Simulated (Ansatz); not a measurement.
Geometry optimisation, UKS PBE-D4/def2-SVP in Ansatz.

input.yaml

```yaml
crystal:
  periodic: [false, false, false]
  atoms:
    - { symbol: Hf, position_ang: [0.0, 0.0, 0.0] }
    - { symbol: Cl, position_ang: [0.0, 0.0, 2.77] }
    - { symbol: F, position_ang: [1.8671, 0.0, -0.6593] }
    - { symbol: F, position_ang: [-0.9326, 1.6157, -0.6593] }
    - { symbol: Cl, position_ang: [-1.1869, -2.0563, -0.8392] }
    - { symbol: H, position_ang: [0.0, 0.0, 4.44] }
magnetization:
  spin_polarized: true
  initial_magnetization: 1
basis:
  gaussian: { orbitals: def2-SVP }
hamiltonian:
  xc: pbe
  dispersion: d4
relax:
  f_tol: 0.15
  max_steps: 25
  restrain:
    - { distance: [1, 5], at: 2.57, k: 30.0 }
    - { distance: [0, 1], at: 2.52, k: 30.0 }
```

Run as:

```bash
$ ansatz run input.yaml --threads 4 --pin off --max-ram 5120MiB --backend cpu --events-out ev --progress --plain --runs-dir out
```

Task: Where does it end, and by what steps?

Result: The forces met the threshold. The restraints hold the end off the free minimum. After 4 steps the energy has fallen by 1.122 eV (the restraints' own energy left out); H6 moved furthest, 0.57 Å.

| step | energy less start (eV) | largest force component (eV/Å) | accepted |
| --- | --- | --- | --- |
| 0 | 0.0000 | 1.864 | yes |
| 1 | -0.5482 | 2.361 | yes |
| 2 | -1.0805 | 1.233 | yes |
| 3 | -1.1173 | 1.525 | yes |
| 4 | -1.1221 | 1.554 | yes |

```xyz
6
Properties=species:S:1:pos:R:3
Hf -0.021 -0.042 -0.038
Cl -0.070 -0.133 2.434
F 1.760 0.007 -0.702
F -0.874 1.527 -0.690
Cl -1.106 -1.914 -0.946
H 0.058 0.115 4.993
```

Run time: 13 s on 4 threads of Arm Neoverse V1 (shared host), peak memory 0.19 GiB.
